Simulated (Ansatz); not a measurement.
Reaction (formal exchange of groups at the Si–O bond): `C[O][SnH]([Cl])[O][SiH3]` + `FC[SiH2]S` → `FC([SiH3])[SiH2]S` + `C[O][SnH]([OH])[Cl]`

Isolated molecules relaxed with PBE0-D4/def2-TZVP in Ansatz; ΔE leaves out vibrations. CBS: MP2 limit from def2 TZ/QZ plus the TZ coupled-cluster correction, frozen cores. DFT in def2-TZVPP. B3LYP here is the variant with VWN-RPA as its local correlation; programs differ in this. def2 core potentials past Kr. For Sn outer-core shells are correlated without core-valence functions, which leaves a few kJ/mol of doubt a bond. One conformer a species, not always the lowest.

```json
{"level": "r2SCAN-D4", "ΔE (kcal/mol)": "26.8", "difference from CCSD(T)/CBS": "-1.6"}
{"level": "B3LYP-D4", "ΔE (kcal/mol)": "27.9", "difference from CCSD(T)/CBS": "-0.5"}
{"level": "ωB97M-V", "ΔE (kcal/mol)": "27.4", "difference from CCSD(T)/CBS": "-1.0"}
{"level": "PBE", "ΔE (kcal/mol)": "23.3", "difference from CCSD(T)/CBS": "-5.1"}
{"level": "r2SCAN", "ΔE (kcal/mol)": "26.7", "difference from CCSD(T)/CBS": "-1.7"}
{"level": "PBE0", "ΔE (kcal/mol)": "25.4", "difference from CCSD(T)/CBS": "-3.0"}
{"level": "B3LYP", "ΔE (kcal/mol)": "27.7", "difference from CCSD(T)/CBS": "-0.7"}
{"level": "HF/def2-TZVPP", "ΔE (kcal/mol)": "34.0", "difference from CCSD(T)/CBS": "5.6"}
{"level": "MP2/def2-TZVPP", "ΔE (kcal/mol)": "29.1", "difference from CCSD(T)/CBS": "0.7"}
{"level": "SCS-MP2/def2-TZVPP", "ΔE (kcal/mol)": "30.0", "difference from CCSD(T)/CBS": "1.6"}
{"level": "CCSD/def2-TZVPP", "ΔE (kcal/mol)": "29.3", "difference from CCSD(T)/CBS": "0.9"}
{"level": "CCSD(T)/def2-TZVPP", "ΔE (kcal/mol)": "28.5", "difference from CCSD(T)/CBS": "0.1"}
{"level": "HF/def2-QZVPP", "ΔE (kcal/mol)": "34.5", "difference from CCSD(T)/CBS": "6.1"}
{"level": "SCS-MP2/def2-QZVPP", "ΔE (kcal/mol)": "30.1", "difference from CCSD(T)/CBS": "1.7"}
{"level": "HF/CBS(def2)", "ΔE (kcal/mol)": "34.6", "difference from CCSD(T)/CBS": "6.2"}
{"level": "MP2/CBS(def2)", "ΔE (kcal/mol)": "29.0", "difference from CCSD(T)/CBS": "0.6"}
{"level": "CCSD(T)/CBS", "ΔE (kcal/mol)": "28.4", "difference from CCSD(T)/CBS": "0"}
```

Largest T1 diagnostic among the species: 0.013.

In def2-TZVPP, CCSD(T) changes the Hartree–Fock value by −5.5 kcal/mol (the triples alone add −0.8 kcal/mol) and MP2 by −4.9 kcal/mol. From PBE to PBE0 (25 % exact exchange), in def2-TZVPP and without D4, ΔE moves by +2.1 kcal/mol.
